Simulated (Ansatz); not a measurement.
C₄H₄N (SMILES [c]1cc[nH]c1), doublet, geometry from GFN2-xTB. Base run: Ansatz (a first-principles code) with BLYP/6-31G**.

Geometry (Å):
```xyz
9

C      0.4403    -1.1538     0.1302
C     -0.8698    -0.8173     0.0124
N     -0.9090     0.5456    -0.1089
C      0.3594     1.0377    -0.0661
C      1.2375    -0.0079     0.0842
H     -1.7583    -1.4139     0.0044
H     -1.7432     1.1004    -0.2135
H      0.5559     2.0893    -0.1443
H      2.3041     0.0529     0.1510
```
Charge 0, spin multiplicity 2.
Orbitals are unrestricted.
All else is at Ansatz's defaults.
Base energy -209.38765 Eh.

The base run was repeated with changes; each row names its change, and settings that it needs were set with it.

```
change                                                            ΔE vs base (kcal/mol)
----------------------------------------------------------------  ---------------------
base                                                                              0.000
final_grid = 4, 8, 17                                                             0.213
lower_state_search = off                                                          0.000
fitting.mean_field = def2-universal-JKFIT                                        -0.049
final_grid = 14, 28, 59                                                           0.000
nuclear_model = gaussian                                                          0.012
point_charge = charge:-1.0 position_ang:-5.2986, 0.9015, -0.723                   -9.16
fitting.mean_field = cc-pVTZ-JKFIT                                               -0.038
final_grid = 6, 12, 29                                                            0.004
forces = on                                                                       0.000
point_charge = charge:1.0 position_ang:-3.8356, -3.4152, -1.2466                 -0.459
```
